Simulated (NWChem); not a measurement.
System meant: CH2ClF; SMILES FCCl

NWChem input:

```
start job
memory heap 200 mb stack 900 mb global 1100 mb
geometry units angstroms noautosym nocenter noautoz
  F      0.389191     1.505790     0.000000
  C     -0.571544     0.565043     0.000000
  Cl     0.131186    -1.062862     0.000000
  H     -1.185066     0.659826     0.907841
  H     -1.185066     0.659826    -0.907841
end
basis spherical
  F library def2-svp
  C library def2-svp
  Cl library def2-svp
  H library def2-svp
end
dft
  xc m06-l
  iterations 150
end
property
  shielding 4 1 2 3 4
end
task dft property
```

End of the output:

```
 Vector   20  Occ=0.000000D+00  E= 9.795751D-02
              MO Center= -1.2D+00,  6.3D-01, -9.0D-09, r^2= 3.3D+00
   Bfn.  Coefficient  Atom+Function         Bfn.  Coefficient  Atom+Function
  ----- ------------  ---------------      ----- ------------  ---------------
    48      1.464714  4 H  s                 53     -1.464714  5 H  s
    23     -1.148391  2 C  pz                20     -0.491773  2 C  pz
    47      0.200640  4 H  s                 52     -0.200640  5 H  s
     9      0.153552  1 F  pz                41      0.135136  3 Cl pz
     6     -0.098268  1 F  pz                43     -0.072350  3 Cl d -1

 center of mass
 --------------
 x =   0.07600343 y =  -0.01247997 z =   0.00000000

 moments of inertia (a.u.)
 ------------------
         317.637664373433          -2.944715393123           0.000000000000
          -2.944715393123          42.072347016204           0.000000000000
           0.000000000000           0.000000000000         347.845158028831

     Multipole analysis of the density
     ---------------------------------

     L   x y z        total         alpha         beta         nuclear
     -   - - -        -----         -----         ----         -------
     0   0 0 0     -0.000000    -17.000000    -17.000000     34.000000

     1   1 0 0     -0.684020     -0.279162     -0.279162     -0.125695
     1   0 1 0      0.199878     -0.082765     -0.082765      0.365409
     1   0 0 1     -0.000000     -0.000000     -0.000000      0.000000

     2   2 0 0    -16.684065    -19.813239    -19.813239     22.942413
     2   1 1 0     -1.239651      0.447122      0.447122     -2.133895
     2   1 0 1     -0.000000     -0.000000     -0.000000      0.000000
     2   0 2 0    -18.874818    -85.139508    -85.139508    151.404198
     2   0 1 1      0.000000      0.000000      0.000000      0.000000
     2   0 0 2    -16.994079    -11.440222    -11.440222      5.886366

          -----------------------------------------
          Chemical Shielding Tensors (GIAO, in ppm)
          -----------------------------------------

 ------------------------------------------------------------------------
  xm06: d2 not coded                    0
 ------------------------------------------------------------------------
 ------------------------------------------------------------------------
  current input line :
    23: task dft property
 ------------------------------------------------------------------------
 ------------------------------------------------------------------------
 This error has not yet been assigned to a category
 ------------------------------------------------------------------------
 For more information see the NWChem manual at https://nwchemgit.github.io

0: xm06: d2 not coded:Received an Error in Communication
```

Task: What is wrong, and how is it mended?

Result: The run crashed. Cause: this functional's second derivatives, which shieldings need, aren't coded here; the fix takes a hybrid GGA instead. This input runs:
```
start job
memory heap 200 mb stack 900 mb global 1100 mb
geometry units angstroms noautosym nocenter noautoz
  F      0.389191     1.505790     0.000000
  C     -0.571544     0.565043     0.000000
  Cl     0.131186    -1.062862     0.000000
  H     -1.185066     0.659826     0.907841
  H     -1.185066     0.659826    -0.907841
end
basis spherical
  * library def2-svp
end
dft
  xc pbe0
  iterations 150
end
property
  shielding 4 1 2 3 4
end
task dft property
```
It converges to -598.79260 Ha (PBE0/def2-SVP, GIAO).
